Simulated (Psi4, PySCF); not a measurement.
Input for Psi4:
```
memory 2 GB

molecule {
0 2
Ga    0.74424172    0.37193216    0.26857298
Br   -0.64309419    1.40267683   -1.42078963
Br   -0.01609134   -1.73210247    1.18291070
}

set {
  basis sto-3g
  reference uks
  scf_type pk
  puream true
  d_convergence 1e-8
  dft_radial_points 99
  dft_spherical_points 590
}

energy('b97m-v')
print_variables()
```

Question: Write the same job for PySCF.

Answer: Several could match; the one computed here: 
```python
from pyscf import gto, scf, dft

mol = gto.M(
    atom='''
Ga    0.74424172    0.37193216    0.26857298
Br   -0.64309419    1.40267683   -1.42078963
Br   -0.01609134   -1.73210247    1.18291070
''',
    basis='sto-3g',
    spin=1,
    verbose=4,
)

mf = dft.UKS(mol)
mf.xc = 'b97m_v'
mf.grids.atom_grid = (99, 590)
mf.grids.prune = None
mf.kernel()
```

Both were run: Psi4 gave -6993.777252 Eh and PySCF -6993.777147 Eh, 0.104 mEh apart.
